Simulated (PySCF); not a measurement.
Species: C10H15Cl.
SMILES with atom numbers: `[Cl:1][C@:2]12[CH2:3][C@H:4]3[CH2:5][C@H:6]([CH2:7][C@H:8]([CH2:9]3)[CH2:10]1)[CH2:11]2` (hydrogens: H12, H13 on C3; H14 on C4; H15, H16 on C5; H17 on C6; H18, H19 on C7; H20 on C8; H21, H22 on C9; H23, H24 on C10; H25, H26 on C11)

Geometry (PBE0-D3(BJ)/def2-SVP, Å), atoms numbered from 1 in this order:
```
atom  x, y, z in Å
Cl1    2.0772    1.4228   -2.4876
C2     1.0096    0.7257   -1.2001
C3     1.8295   -0.2376   -0.3472
C4     0.9271   -0.8282    0.7442
C5     0.3815    0.3039    1.6201
C6    -0.4321    1.2727    0.7564
C7    -1.5967    0.5227    0.1028
C8    -1.0502   -0.6079   -0.7738
C9    -0.2372   -1.5775    0.0890
C10   -0.1462   -0.0163   -1.8637
C11    0.4713    1.8616   -0.3350
H12    2.2429   -1.0332   -0.9874
H13    2.6814    0.3015    0.0975
H14    1.5185   -1.5248    1.3604
H15   -0.2500   -0.1095    2.4242
H16    1.2132    0.8393    2.1083
H17   -0.8210    2.0937    1.3808
H18   -2.2019    1.2162   -0.5052
H19   -2.2638    0.1110    0.8787
H20   -1.8843   -1.1451   -1.2542
H21   -0.8813   -2.0275    0.8628
H22    0.1460   -2.4059   -0.5304
H23   -0.7098    0.6814   -2.5036
H24    0.2525   -0.8102   -2.5153
H25   -0.0881    2.5695   -0.9671
H26    1.3138    2.4148    0.1099
```

Computed at PBE0/pcSseg-1 (PySCF, non-relativistic), with Q(35Cl) = −0.0817 b: Cl1, 35Cl (I = 3/2): χzz = -70.21 MHz, η = 0.000.

(1) Where would the pure quadrupole (NQR) lines of 35Cl at Cl1 fall for the rigid, isolated species?

(2) Apply the simplest Townes–Dailey estimate (no s hybridisation, no π bonding), ionic character = 1 − χzz/χ0, where χ0 is the coupling for one missing p electron along the bond: −109.74 MHz for 35Cl.

Answers

(1) From ν = (|χ|/2)√(1 + η²/3): ν = 35.10 MHz (alkyl chlorine). For 37Cl the ratio of quadrupole moments, 0.7881, gives 27.66 MHz.

(2) Cl1 on C2: 1 − (-70.21)/(-109.74) = 0.36. In this model a purely covalent bond gives χ0 and a free halide ion gives zero; s hybridisation or π bonding, where present, is counted here as ionic character.

In a crystal, neighbours and librations shift these lines. With a basis this small, the couplings can be 20 % off.
